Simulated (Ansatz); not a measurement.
```yaml
crystal:
  periodic: [true, true, true]
  atoms:
    - {symbol: C, position_ang: [-0.385502, -1.755752, -0.316279]}
    - {symbol: C, position_ang: [-0.003098, -0.293435, -0.142967]}
    - {symbol: C, position_ang: [1.505877, -0.155246, 0.016601]}
    - {symbol: C, position_ang: [-0.486117, 0.525796, -1.333447]}
    - {symbol: O, position_ang: [-0.641274, 0.168006, 1.031299]}
    - {symbol: Al, position_ang: [-0.751051, 1.597886, 1.915501]}
    - {symbol: H, position_ang: [0.075830, -2.179914, -1.211226]}
    - {symbol: H, position_ang: [-1.469553, -1.852516, -0.403817]}
    - {symbol: H, position_ang: [-0.060431, -2.334228, 0.550857]}
    - {symbol: H, position_ang: [1.783113, 0.894710, 0.146156]}
    - {symbol: H, position_ang: [2.032151, -0.538115, -0.860954]}
    - {symbol: H, position_ang: [1.844246, -0.715971, 0.891096]}
    - {symbol: H, position_ang: [-0.216858, 1.578432, -1.208778]}
    - {symbol: H, position_ang: [-0.038831, 0.170373, -2.264718]}
    - {symbol: H, position_ang: [-1.572325, 0.451916, -1.424554]}
    - {symbol: H, position_ang: [-1.650034, 1.532695, 3.210751]}
    - {symbol: H, position_ang: [0.014760, 2.904965, 1.444577]}
basis:
  gaussian: {orbitals: ANO-RCC-VTZP, point_charges: [{charge: -1.00, position_ang: [6.272, -0.574, -0.429]}]}
total_charge: 1
magnetization: {spin_polarized: true, initial_magnetization: 1}
hamiltonian: {xc: {name: B2GP-PLYP}}
output: {forces: true}
```

```sh
$ ansatz run in.yaml --threads 2 --pin off --events-out ev --progress --plain --max-ram 32768MiB --backend cuda --devices 0, --max-vram 18GiB
```

Shortened log:

```
Error: YAML parse error: error: line 2 column 3: crystal: missing field `lattice` (a structure is typed as `lattice` and `atoms`, a molecule's as `atoms` in Å alone, or read from a run's directory, `checkpoint`)
 --> <input>:2:3
1 | crystal:
2 |   periodic: [true, true, true]
3 |   atoms:
4 |     - {symbol: C, position_ang: [-0.385502, -1.755752, -0.316279]}
```

In this input the molecule is marked periodic without a cell. The program refused the input.
